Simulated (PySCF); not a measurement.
C2H5Cl2Si, doublet, geometry from GFN2-xTB. Base run: B3LYP/3-21G (PySCF).

The PySCF input:
```python
from pyscf import gto, scf, dft

mol = gto.Mole()
mol.atom = '''
    C    -1.30812215   -1.52127764   -0.54406338
    Si    0.01262226   -0.32473758   -0.06082586
    C     1.73881233   -1.12320320    0.11087430
    Cl   -0.46846581    0.51463813    1.72890142
    Cl    0.13777144    1.13737520   -1.46996919
    H    -1.54162794   -1.73775962   -1.57106094
    H    -1.87363874   -2.07880668    0.18082678
    H     1.73631846   -1.90049328    0.86868372
    H     2.48251296   -0.38326933    0.39586340
    H     2.05738669   -1.57068661   -0.82546441
'''
mol.basis = '3-21g'
mol.spin = 1
mol.verbose = 4
mol.build()

mf = dft.UKS(mol)
mf.xc = 'b3lyp'
mf.kernel()
```

The base run was repeated with changes; each row names its change, and settings that it needs were set with it.

```csv
change,ΔE vs base (µEh),SCF cycles,<S^2>,outcome
base,0.0,10,0.753,converged
solver = newton; init_guess = 1e,0.0,-,0.753,converged
diis_space = 4,0.0,10,0.753,converged
level_shift = 0.1 (with mf.max_cycle = 100),0.0,11,0.753,converged
conv_tol = 1e-11,0.0,11,0.753,converged
diis_space = 12,0.0,10,0.753,converged
conv_tol_grad = 1e-7,0.0,13,0.753,converged
init_guess = atom,0.0,10,0.753,converged
DIIS = EDIIS,-,50,-,not converged
level_shift = 0.3 (with mf.max_cycle = 100),0.0,16,0.753,converged
diis_space = 20,0.0,10,0.753,converged
solver = newton,0.0,-,0.753,converged
conv_tol = 1e-4,0.9,5,0.753,converged
```

Open shells are given as the SCF converged; they aren't shown to be the lowest states, and a large step between rows can be another state.
